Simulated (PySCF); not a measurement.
Here is a computed GFN2-xTB geometry (Å):
```
C 
C   1  1.3239
Si  2  1.8940  1  124.55
C   3  1.8985  2  110.96  1  -106.99
C   3  1.9073  2  108.46  1   130.22
O   3  1.6377  2  111.15  1     8.03
H   1  1.0787  2  121.39  3    -0.28
H   1  1.0801  2  122.98  3   179.16
H   2  1.0831  1  117.86  3  -179.20
H   4  1.0851  3  111.27  2   -60.46
H   4  1.0851  3  111.04  2   179.36
H   4  1.0850  3  110.95  2    59.56
H   5  1.0847  3  111.56  2    65.55
H   5  1.0862  3  110.95  2  -174.68
H   5  1.0868  3  111.76  2   -54.63
H   6  0.9533  3  120.98  2    62.79
```
Z-matrix in Å and degrees, rows numbered from 1.

Charge 0, singlet.

Which heavy atoms are bonded, and with what formal order?

C1–C2 (double); C2–Si3 (single); Si3–C4 (single); Si3–C5 (single); Si3–O6 (single). Hydrogens: H7, H8 on C1; H9 on C2; H10, H11, H12 on C4; H13, H14, H15 on C5; H16 on O6.

Give the structure as a SMILES string.

`C=C[Si](C)(C)O`, C4H10OSi. Among its features: C=C double bond and C–Si bond.

What is the point group of this geometry?

C1 (no symmetry element, even within 0.4 Å).

Classify the heavy atoms.

C1: terminal =CH2 carbon; C2: alkene CH carbon; Si3: oxygen-bound silicon; C4/C5: Si-methyl carbon; O6: silanol oxygen.

What is the arrangement about C4?

It has 4 neighbours (Si3, H10, H11, H12) and is tetrahedral (angles from 107.7° to 111.3°).

What is the arrangement about O6?

It has 2 neighbours (Si3, H16) and is bent (angle 121.0°).
